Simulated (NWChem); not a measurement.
Molecule: C2H7BO; SMILES CCBO

```xyz
11

B     -0.6450     0.8915     0.0000
H     -1.6484     1.5730     0.0000
C     -0.7192    -0.6831     0.0000
C      0.6072    -1.4347     0.0000
H     -1.3382    -0.9753    -0.8694
H     -1.3382    -0.9753     0.8694
H      1.2146    -1.1948     0.8896
H      1.2146    -1.1948    -0.8896
H      0.4712    -2.5271     0.0000
O      0.5194     1.5776     0.0000
H      1.2910     0.9984     0.0000
```
Atoms are numbered in this order, from 1.

The geometry was optimised at PBE0/def2-SVP.

 Unshifted, non-relativistic core excitations; the lowest 4 roots alone, so stronger bands may lie above.

**Question.** List the first B K-edge excitations from B3LYP/6-311G** (spherical d), restricted-window TDA (NWChem).

**Answer.** 
| state | energy (eV) | dipole oscillator strength | leading excitation (squared amplitude) |
|---|---|---|---|
| S1 | 181.5 | 0.0623 | 1s of atom 1 or its equivalents → LUMO (0.99) |
| S2 | 183.3 | 0.0014 | 1s of atom 1 or its equivalents → LUMO+1 (0.98) |
| S3 | 184.4 | 0.0028 | 1s of atom 1 or its equivalents → LUMO+2 (0.99) |
| S4 | 185.2 | 0.0011 | 1s of atom 1 or its equivalents → LUMO+3 (0.98) |
